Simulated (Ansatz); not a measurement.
Consider the ligand exchange at a B–C bond: `OBCCCl` + `N#CO` → `N#COBO` + `CCCl`.

Program: Ansatz. Geometries: PBE0-D4/def2-TZVP. ΔE: electronic, gas phase. CCSD(T)/CBS adds triple-zeta CCSD(T) − MP2 to the extrapolated MP2 energy (def2 sets, frozen cores). This one scheme is used for every species. Functionals use def2-TZVPP. B3LYP here is the variant with VWN-RPA as its local correlation; programs differ in this. One conformer a species, not always the lowest.

`OBCCCl`:

```xyz
11

O    -1.139    1.938   -0.420
B    -0.169    1.001   -0.514
C    -0.498   -0.473   -0.087
C     0.682   -1.208    0.505
Cl    1.263   -0.382    1.987
H    -0.862    2.804   -0.729
H     0.910    1.297   -0.962
H    -0.805   -1.012   -0.997
H    -1.355   -0.507    0.593
H     1.530   -1.228   -0.179
H     0.443   -2.228    0.803
```

`N#CO`:

Cartesian coordinates in Å:
```
N -0.108 -0.143 -1.606
C 0.068 0.045 -0.483
O 0.316 0.300 0.757
H -0.276 -0.202 1.332
```

`N#COBO`:

```xyz
7

N    -2.610    1.039    0.485
C    -1.486    0.793    0.566
O    -0.233    0.553    0.705
B     0.459   -0.260   -0.196
O     1.756   -0.409    0.090
H    -0.114   -0.748   -1.120
H     2.228   -0.968   -0.531
```

`CCCl`:

```xyz
8

C    -0.404   -0.687   -0.029
C     0.394    0.588   -0.127
Cl    0.425    1.460    1.433
H    -0.404   -1.195   -0.997
H    -1.438   -0.481    0.251
H     0.025   -1.361    0.714
H    -0.031    1.279   -0.854
H     1.433    0.398   -0.391
```

CCSD(T)/CBS gives -29.4 kcal/mol.

**Question.** Another level gave -29.4 kcal/mol. Which?
A. PBE-D4/def2-TZVPP
B. CCSD(T)/def2-TZVPP
C. B3LYP/def2-TZVPP
D. HF/def2-TZVPP

**Answer.** B. CCSD(T)/def2-TZVPP -29.4, PBE-D4 -28.0, HF/def2-TZVPP -33.6, B3LYP -31.3 kcal/mol.

Largest T1 diagnostic among the species: 0.015.

In def2-TZVPP, CCSD(T) changes the Hartree–Fock value by +4.2 kcal/mol (the triples alone add +0.4 kcal/mol) and MP2 by +4.0 kcal/mol. The D4 term adds +1.0 kcal/mol with B3LYP and +0.6 kcal/mol with PBE0; it sums over pairs of atoms, weighted by their polarisabilities, and B3LYP, whose exchange is more repulsive, gets the larger term.
